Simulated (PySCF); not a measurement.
# Field gradients at the hydrogen positions

Species: C₃H₉FSi₄.
Atom-mapped SMILES: `[CH3:1][C:2]#[C:3][Si@H:4]1[SiH2:5][Si@@H:6]([F:7])[SiH2:8]1` (hydrogens: H9, H10, H11 on C1; H12 on Si4; H13, H14 on Si5; H15 on Si6; H16, H17 on Si8)

Cartesian coordinates in Å at the GFN2-xTB level; atoms count from 1:
```xyz
17
C3H9FSi4 angstrom
C     -3.7253   -1.1864   -0.1263
C     -2.5163   -0.3928   -0.0972
C     -1.5147    0.2790   -0.0737
Si     0.0607    1.2382   -0.0336
Si     1.5019    0.6307    1.7519
Si     3.0228   -0.2182    0.1721
F      3.0136   -1.8500    0.2386
Si     1.6692    0.4956   -1.6134
H     -4.4875   -0.6864   -0.7244
H     -3.5187   -2.1640   -0.5626
H     -4.1060   -1.3247    0.8859
H     -0.3991    2.6390   -0.1154
H      0.9809   -0.2756    2.7829
H      2.0198    1.7678    2.5309
H      4.4703   -0.0074    0.2357
H      2.2689    1.5642   -2.4309
H      1.2525   -0.4968   -2.6120
```

Level: PBE0/pcSseg-1 (PySCF, non-relativistic); Q(2H) = 0.00286 b; rigid geometry, the same for H and D, with no vibrational averaging.

Task: What are Vzz, η and χzz (234.96 MHz × Q × Vzz) at all hydrogens?

Result: 
| atom | bonded to | bond length (Å) | Vzz (au) | η | χzz (kHz) |
| --- | --- | --- | --- | --- | --- |
| H9 | C1 | 1.090 | 0.3072 | 0.02 | 206 |
| H10 | C1 | 1.090 | 0.3071 | 0.02 | 206 |
| H11 | C1 | 1.090 | 0.3073 | 0.02 | 206 |
| H12 | Si4 | 1.477 | 0.1565 | 0.01 | 105 |
| H13 | Si5 | 1.468 | 0.1640 | 0.00 | 110 |
| H14 | Si5 | 1.472 | 0.1607 | 0.01 | 108 |
| H15 | Si6 | 1.464 | 0.1618 | 0.02 | 109 |
| H16 | Si8 | 1.473 | 0.1603 | 0.01 | 108 |
| H17 | Si8 | 1.468 | 0.1640 | 0.00 | 110 |

Task: Average by the element that carries the hydrogen.

Result: on C: 206 kHz over 3 positions, mean bond length 1.090 Å; on Si: 108 kHz over 6 positions, mean bond length 1.470 Å.

Task: How does χzz go with the bond length over the 6 Si–H bonds?

Result: A straight-line fit has a slope of -3.3 kHz for each 0.01 Å, with a correlation coefficient of -0.78, over lengths from 1.464 to 1.477 Å.

Isolated species at its GFN2-xTB geometry, gas phase. GFN2-xTB bond lengths can be off by several hundredths of an ångström, more for odd bonds, and the gradients follow them. The basis is small and wasn't made for field gradients, so the couplings can be 20 % off.
